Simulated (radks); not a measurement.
Species: Rh+. Configuration: [Ar] 3d10 4s2 4d(up 4, down 4) 4p(up 3, down 3) (spins set by hand, not the high-spin state). All-electron calculation, scalar-relativistic Kohn-Sham, PBE, spin-polarised, spherical densities, finite nucleus; Fermi nuclear charge, rms radius 4.4945 fm. Program: a radial shooting solver on a logarithmic mesh with Libxc functionals.

Radial electron density D(r) = 4 pi r^2 rho(r):

r (bohr),D(r) (e/bohr)
0.004934,15.22
0.005653,18.44
0.006477,22.14
0.007361,26.04
0.008434,30.58
0.009662,35.42
0.01107,40.39
0.01268,45.25
0.01453,49.70
0.01665,53.40
0.01907,56.01
0.02185,57.26
0.02483,57.11
0.02845,55.66
0.0326,53.31
0.03735,50.83
0.04279,49.16
0.04902,49.27
0.05616,51.75
0.06434,56.55
0.07372,62.70
0.08378,68.15
0.09599,71.61
0.11,71.10
0.126,66.32
0.1444,58.77
0.1654,51.35
0.1895,47.14
0.2171,47.65
0.2487,51.71
0.2827,55.68
0.3238,56.29
0.371,51.07
0.4251,40.94
0.487,29.35
0.5579,20.11
0.6392,15.31
0.7323,14.46
0.839,15.34
0.9536,15.71
1.093,14.57
1.252,12.05
1.434,8.991
1.643,6.179
1.882,3.988
2.157,2.448
2.471,1.431
2.831,0.7884
3.217,0.4195
3.686,0.1952
4.223,0.08041
4.838,0.02849
5.543,0.008427

D(r) has 4 maxima, at r = 0.0229, 0.102, 0.309, 0.931 bohr, and minima at 0.0456, 0.200, 0.709 bohr, inside which lie 2.02, 11.16, 29.04 electrons.
